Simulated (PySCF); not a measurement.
B(Me)(vinyl)(NH2) (C3H8BN), SMILES CB(N)C=C. The structure is a stationary point at PBE-D3(BJ)/def2-SVP. The structure was generated by enumeration, and PubChem lists no compound with its InChIKey, so it may never have been made. One conformer was computed; it need not be the lowest.

Method: PBE-D3(BJ)/def2-SVP run with PySCF 2.14.0.

Harmonic wavenumbers (cm⁻¹): 88, 121, 205, 295, 338, 461, 524, 547, 668, 703, 817, 841, 862, 931, 994, 1019, 1145, 1252, 1275, 1337, 1382, 1388, 1412, 1547, 1634, 2959, 3036, 3038, 3049, 3056, 3128, 3503, 3607. Rotational constants (GHz): 7.915, 3.511, 2.534; symmetry number 1.

**Question.** Work out the zero-point energy and the ideal-gas rigid-rotor harmonic-oscillator thermochemistry at 298.15 K and 1 atm.

**Answer.** ZPE = ½ Σ hcν = ½ × 47160 cm⁻¹ = 282.08 kJ/mol. H − E(el) = 302.78 kJ/mol. Entropy in J/(mol K): translation 161.54, rotation 108.48, vibration 63.40, total 333.41. G − E(el) = 203.37 kJ/mol. Cp = 110.69 J/(mol K). Modes under 150 cm⁻¹ make the vibrational entropy uncertain.
